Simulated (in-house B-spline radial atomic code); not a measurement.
# RPA and G0W0 on r2SCAN: Ru3+

Configuration [Kr] 4d5, highest spin, mean-field start r2SCAN. Computed with an all-electron radial atomic-structure program (B-spline basis): all electrons, scalar-relativistic (spin-free one-electron X2C), finite nucleus, each spin shell either full or empty, empty states to l = 9 with an (l + 1/2)⁻⁴ tail; G0W0 by contour deformation at full frequency.

Command:
```bash
python run_gw.py task.json out
```
Settings (radii: box in bohr, nucleus in fm):
```
Z                        44
electrons                41
configuration            [Kr] 4d5
hamiltonian              x2c
method                   r2scan
lmax                     9
rms_radius               4.4809
spin_polarised           True
box_radius               14.14
intervals                68
```

Run time, properties included: 3.2 s on 1 thread of Arm Neoverse V2, with other jobs on the host.

Energies (hartree):

```json
{"term": "mean-field total", "value": "-4528.45718"}
{"term": "Hartree-Fock functional on these orbitals", "value": "-4526.27597"}
{"term": "direct second order", "value": "-3.4456"}
{"term": "second-order exchange", "value": "0.99699"}
{"term": "SOSEX correction", "value": "0.93217"}
```

(1) What is the RPA correlation energy, and what remains with SOSEX?

Quasi-particle levels (eV):

```json
{"level": "4d up", "occupied": "yes", "mean field": "-39.36", "Σx - vxc": "-6.72", "Σc": "?", "QP weight": "?", "G0W0": "?"}
{"level": "4p down", "occupied": "yes", "mean field": "-78.75", "Σx - vxc": "-8.05", "Σc": "0.57", "QP weight": "0.910", "G0W0": "-86.23"}
{"level": "4d down", "occupied": "no", "mean field": "-33.41", "Σx - vxc": "8.86", "Σc": "-3.91", "QP weight": "0.937", "G0W0": "-28.453"}
```

G0W0 = mean field + (Σx - vxc) + Σc, with Σc (partial-wave tail included) taken at the quasi-particle energy. Only the outer levels were computed. Levels of low weight are left out.

(2) Where does G0W0 put 4d up?

Results:

(1) RPA gives -3.0606 hartree (-2.03 eV per electron); RPA + SOSEX gives -2.1285, and the second-order doubles -2.4486 hartree (no singles). RPA lacks exchange-type terms and so overcorrelates at short range.

(2) At -46.06 eV, with Σc = 0.02 eV and a quasi-particle weight of 0.932. The tabulated removal energy is 45 ± 1.7 eV (NIST, tabulated theory); the calculation leaves out spin-orbit coupling, Breit and QED terms, and what these don't explain is the method's own error.
